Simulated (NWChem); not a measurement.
System: CH4BeS2; SMILES [SH][Be][S]C

```xyz
8

Be     0.2760    -0.4723     0.0234
S     -0.0846    -2.3445     0.0552
H     -0.0905    -2.4358    -1.2954
S      0.6577     1.3868     0.0122
C     -1.0212     2.1245     0.0136
H     -1.5935     1.8298    -0.8756
H     -0.8846     3.2139    -0.0045
H     -1.5774     1.8570     0.9216
```
Atoms are numbered in this order, from 1.

Geometry: optimised at PBE0/def2-SVP.

**Question.** List the 4 lowest vertical singlet excitations and the 4 lowest triplet ones from B3LYP/6-31+G* (spherical d), TDA (NWChem).

**Answer.** 
```tsv
state	energy (eV)	oscillator strength	leading excitation (squared amplitude)
S1	4.78	0.001	HOMO → LUMO (0.94)
S2	5.32	0.030	HOMO → LUMO+1 (0.90)
S3	5.59	0.023	HOMO−1 → LUMO+1 (0.59)
S4	5.73	0.027	HOMO → LUMO+2 (0.58)
T1	4.50	spin-forbidden	HOMO → LUMO (0.89)
T2	4.84	spin-forbidden	HOMO → LUMO+2 (0.75)
T3	5.12	spin-forbidden	HOMO−1 → LUMO (0.90)
T4	5.16	spin-forbidden	HOMO → LUMO+1 (0.66)
```
